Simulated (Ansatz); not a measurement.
The inner images of a band of BClH3N + HO (8 atoms, charge 0, multiplicity 2) are given out of order.

Computed with Ansatz, UKS B3LYP/def2-SVP.

Image 0:

```xyz
8
Properties=species:S:1:pos:R:3
B 0.345 -0.062 -0.190
H 0.874 -0.319 0.865
Cl 1.386 0.097 -1.627
N -1.026 0.105 -0.272
H -1.609 0.010 0.558
H -1.514 0.321 -1.134
O -1.641 -0.421 2.637
H -0.664 -0.534 2.655
```

Image 8:

```xyz
8
Properties=species:S:1:pos:R:3
B 0.433 -0.166 -0.640
H -0.213 0.295 2.555
Cl 1.260 -0.140 -2.199
N -0.893 0.134 -0.420
H -1.276 0.090 0.528
H -1.543 0.407 -1.154
O -0.996 -0.266 2.458
H -0.620 -1.154 2.365
```

Put them in order from the first end to the last, with their energies above the first end.
A.
```xyz
8
Properties=species:S:1:pos:R:3
B 0.243 0.016 -0.094
H 0.638 -0.026 1.051
Cl 1.442 -0.098 -1.404
N -1.109 0.143 -0.356
H -1.762 0.201 0.420
H -1.510 0.198 -1.285
O -1.038 -0.150 2.568
H -0.752 -1.087 2.592
```
B.
```xyz
8
Properties=species:S:1:pos:R:3
B 0.142 0.075 -0.014
H 0.385 0.143 1.182
Cl 1.506 -0.089 -1.140
N -1.169 0.135 -0.447
H -1.920 0.197 0.233
H -1.451 0.114 -1.420
O -0.866 -0.240 2.517
H -0.475 -1.136 2.581
```
C.
```xyz
8
Properties=species:S:1:pos:R:3
B 0.040 0.074 0.037
H 0.100 0.103 1.326
Cl 1.528 -0.074 -0.907
N -1.218 0.166 -0.524
H -2.039 0.228 0.070
H -1.404 0.181 -1.521
O -0.606 -0.285 2.499
H -0.248 -1.194 2.512
```
D.
```xyz
8
Properties=species:S:1:pos:R:3
B 0.259 -0.006 -0.329
H 0.032 0.110 1.965
Cl 1.475 -0.114 -1.594
N -1.098 0.160 -0.496
H -1.706 0.189 0.320
H -1.560 0.249 -1.399
O -0.726 -0.223 2.482
H -0.525 -1.168 2.543
```
E.
```xyz
8
Properties=species:S:1:pos:R:3
B 0.122 0.058 -0.185
H 0.026 0.073 1.789
Cl 1.512 -0.136 -1.238
N -1.198 0.186 -0.559
H -1.934 0.263 0.137
H -1.515 0.202 -1.525
O -0.560 -0.258 2.513
H -0.302 -1.190 2.559
```
F.
```xyz
8
Properties=species:S:1:pos:R:3
B 0.305 0.002 -0.137
H 0.783 -0.087 0.966
Cl 1.411 -0.042 -1.532
N -1.063 0.130 -0.304
H -1.677 0.154 0.506
H -1.515 0.213 -1.208
O -1.440 -0.302 2.681
H -0.654 -0.869 2.520
```
G.
```xyz
8
Properties=species:S:1:pos:R:3
B 0.369 -0.080 -0.487
H -0.013 0.170 2.195
Cl 1.372 -0.105 -1.935
N -0.989 0.137 -0.431
H -1.458 0.127 0.476
H -1.576 0.316 -1.243
O -0.868 -0.207 2.458
H -0.686 -1.158 2.459
```

F (+0.6 kcal/mol), A (+1.3 kcal/mol), B (+1.6 kcal/mol), C (+2.3 kcal/mol), E (-8.7 kcal/mol), D (-10.7 kcal/mol), G (-11.8 kcal/mol).

Time of the run: 9.6 min on 2 threads of Arm Neoverse V1, on a shared host, peak memory 0.23 GiB.
